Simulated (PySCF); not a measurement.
CClF, SMILES [C](Cl)F (connectivity only; charge and spin as stated), neutral, multiplicity 1. Coordinates come from a ωB97X-D3(BJ)/def2-TZVP optimisation. The isomer is the one that the SMILES or the coordinates give; other isomers of the formula were not compared.

Calculation: ωB97X-D3(BJ)/def2-TZVP (PySCF).

Harmonic wavenumbers (cm⁻¹): 464, 784, 1205. Rotational constants (GHz): 69.83, 6.453, 5.907; symmetry number 1.

**Question.** Work out the zero-point energy and the ideal-gas rigid-rotor harmonic-oscillator thermochemistry at 298.15 K and 1 atm.

**Answer.** ZPE = ½ Σ hcν = ½ × 2453 cm⁻¹ = 3.51 kcal/mol. H − E(el) = 6.10 kcal/mol. Entropy in cal/(mol K): translation 38.50, rotation 22.32, vibration 1.02, total 61.83. G − E(el) = -12.34 kcal/mol. Cp = 10.16 cal/(mol K).
